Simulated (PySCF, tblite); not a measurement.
Compound: C₄H₉FN₂Si.
SMILES with atom numbers: `[CH3:1][C:2]1=[N:3][N:4]([SiH3:5])[CH2:6][C@H:7]1[F:8]` (hydrogens: H9, H10, H11 on C1; H12, H13, H14 on Si5; H15, H16 on C6; H17 on C7)

The geometry is computed with GFN2-xTB (gas phase).

(1) What internal coordinates does the optimisation give?

Results:

(1) 
| bond | length (bohr) | order |
| --- | --- | --- |
| C1–C2 | 2.800 | single |
| C2=N3 | 2.406 | double |
| N3–N4 | 2.543 | single |
| N4–Si5 | 3.273 | single |
| N4–C6 | 2.765 | single |
| C6–C7 | 2.889 | single |
| C7–F8 | 2.621 | single |
| C2–C7 | 2.874 | single |
| C1–H9, C1–H10, C1–H11 | 2.057 | single |
| Si5–H12, Si5–H13 | 2.773 | single |
| Si5–H14 | 2.745 | single |
| C6–H15 | 2.064 | single |
| C6–H16 | 2.063 | single |
| C7–H17 | 2.071 | single |

Bonds in one row agree within 0.02 bohr and their mean is given. Orders are formal, as drawn. A selection of angles:
| angle | degrees |
| --- | --- |
| C2–C1–H9 | 109.8 |
| H9–C1–H10 | 109.7 |
| H9–C1–H11 | 107.9 |
| C1–C2–N3 | 124.9 |
| C1–C2–C7 | 123.0 |
| N3–C2–C7 | 112.1 |
| C2–N3–N4 | 112.0 |
| N3–N4–Si5 | 121.2 |
| N3–N4–C6 | 111.0 |
| Si5–N4–C6 | 126.5 |
| N4–Si5–H12 | 111.6 |
| N4–Si5–H13 | 104.9 |
| N4–Si5–H14 | 104.3 |
| H12–Si5–H13 | 108.8 |
| H12–Si5–H14 | 112.5 |
| H13–Si5–H14 | 114.4 |
| N4–C6–C7 | 103.9 |
| N4–C6–H15 | 110.8 |
| N4–C6–H16 | 109.6 |
| C7–C6–H15 | 110.5 |
| C7–C6–H16 | 112.8 |
| H15–C6–H16 | 109.1 |
| C6–C7–F8 | 111.5 |
| C6–C7–H17 | 114.5 |
| F8–C7–H17 | 105.4 |
| C2–C7–C6 | 101.0 |
| C2–C7–F8 | 111.3 |
| C2–C7–H17 | 113.3 |

Torsions: C1–C2–N3–N4 -179° (antiperiplanar); C2–N3–N4–Si5 -169° (antiperiplanar); N3–N4–C6–C7 1° (synperiplanar); N4–C6–C7–F8 -118° (anticlinal); C1–C2–C7–C6 180° (antiperiplanar).

N4 (silicon-bound nitrogen) is almost planar (angles 126.5°, 121.2° and 111.0°, sum 358.6°, 0.10 Å off the plane of its three neighbours). The 5-membered ring C2–N3–N4–C6–C7 has internal angles of 101.0° to 112.1°; it is planar, 0.01 Å rms from its mean plane, widest ring torsion 2°. Si5 (SiH3 silicon) is distorted tetrahedral (angles from 104.3° to 114.4°). The C–N distances run from 1.273 Å (C2=N3, drawn double) to 1.463 Å (N4–C6, drawn single), a spread of 0.190 Å. The C–C distances run from 1.482 Å (C1–C2, drawn single) to 1.529 Å (C6–C7, drawn single), a spread of 0.047 Å.

Point group: C1 (no symmetry element, even within 0.4 Å). Its GFN2-xTB frequencies are all real (lowest 53 cm⁻¹).
